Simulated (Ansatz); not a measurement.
Two isomers of CH5F2NOSi: A = `N[C@@H](F)[Si@@H](O)F`, B = `OC(F)(F)N[SiH3]`.

Isolated molecules relaxed with PBE0-D4/def2-TZVP in Ansatz; ΔE leaves out vibrations. CCSD(T)/CBS is the MP2 limit (def2-TZVPP, def2-QZVPP) plus CCSD(T) − MP2 in def2-TZVPP, frozen cores. DFT in def2-TZVPP. B3LYP here is the variant with VWN-RPA as its local correlation; programs differ in this. One conformer a species, not always the lowest.

Which is lower in electronic energy at CCSD(T)/CBS, and by how much? (An estimate is asked.)

Computed: A, by 242.6 kJ/mol.

Give E(B) − E(A) in kJ/mol with PBE0-D4, HF/def2-TZVPP, B3LYP-D4, MP2/def2-TZVPP, B3LYP, PBE-D4, r2SCAN-D4. (Estimate.)

Computed: PBE0-D4 221.9, HF/def2-TZVPP 219.0, B3LYP-D4 236.1, MP2/def2-TZVPP 241.9, B3LYP 235.4, PBE-D4 224.5, r2SCAN-D4 226.7. None reverses the order clearly.

Largest T1 diagnostic: 0.012.

In def2-TZVPP, CCSD(T) changes the Hartree–Fock value by +10.7 kJ/mol (the triples alone add −1.0 kJ/mol) and MP2 by +22.8 kJ/mol.
